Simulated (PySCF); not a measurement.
Point groups of optimised structures. Computed with PySCF, PBE0-D3(BJ)/def2-TZVP geometry optimisation, gas phase. The symmetry is that of the one conformer found, every atom within 0.08 Å of its image; none is proved a minimum here.

(1) `[F:1][PH:2][F:3]`: symmetry, top, dipole?

(2) What symmetry has `[CH:1]#[C:2]/[CH:3]=[CH:4]/[CH3:5]` with H–C5–C4–C3 0° (nearest H)?

(3) Point group, rotor type and polarity of `[F:1][C:2]1([F:3])[CH2:4][O:5][CH2:6][O:7][CH2:8]1` with F1–C2–C4–O5 73°, C2–C4–O5–C6 55°, C4–O5–C6–O7 -63°, O5–C6–O7–C8 63°?

Results:

(1) Cs; asymmetric top; symmetry number 1; 2 operations, which sort the 4 atoms into 3 sets; dipole 1.30 D, in the bc plane, which is the mirror; heavy atoms equivalent by symmetry: F1/F3.

(2) Cs; near-prolate asymmetric top; symmetry number 1; 2 operations, which sort the 11 atoms into 10 sets; dipole 1.15 D, in the ab plane, which is the mirror; A, B, C = 39152, 2265, 2170 MHz.

(3) Cs; asymmetric top; symmetry number 1; 2 operations, which sort the 14 atoms into 10 sets; dipole 2.34 D, in the ac plane, which is the mirror; heavy atoms equivalent by symmetry: C4/C8, O5/O7.
